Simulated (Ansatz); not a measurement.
`F[SiH2]O[SiH2]` radical. Total charge 0; spin multiplicity 2.

Cartesian coordinates in Å:
```
F 1.113 0.780 1.886
Si -0.266 0.705 1.091
O -0.199 -0.497 0.006
Si 0.553 -1.184 -1.283
H -1.334 0.403 2.063
H -0.449 2.004 0.407
H -0.425 -2.091 -1.945
H 1.007 -0.120 -2.226
```

List the harmonic frequencies (cm⁻¹, unscaled) at PBE0-D4/def2-TZVP in Ansatz. (An estimate is asked.)

Ansatz gave: 28, 66, 81, 327, 599, 695, 725, 744, 785, 878, 917, 954, 981, 1132, 2166, 2208, 2260, 2280.

Is this a minimum?

Yes, all 18 modes are real.

Give the ideal-gas thermochemistry at 298.15 K and 1 bar (rigid rotor, harmonic oscillator; point group C1, symmetry number 1).

Zero-point energy 106.6 kJ/mol; H(298) − E = 126.0 kJ/mol; entropy 353.7 J/(mol·K), of which translation 165.7, rotation 109.3, vibration 72.9, electronic 5.8; G(298) − E = 20.6 kJ/mol. Modes under 100 cm⁻¹ are hindered rotations or soft bends, so the harmonic entropy is rough.

And at 400, 500, 600, 800 and 1000 K?


```tsv
T (K)	H − E (kJ/mol)	S (J/mol/K)	G − E (kJ/mol)
400	136.2	382.8	-17.0
500	147.6	408.2	-56.5
600	160.1	431.1	-98.5
800	187.8	470.8	-188.8
1000	217.8	504.3	-286.4
```

Rotational constants (cm⁻¹)?

0.4324, 0.07386, 0.06656.
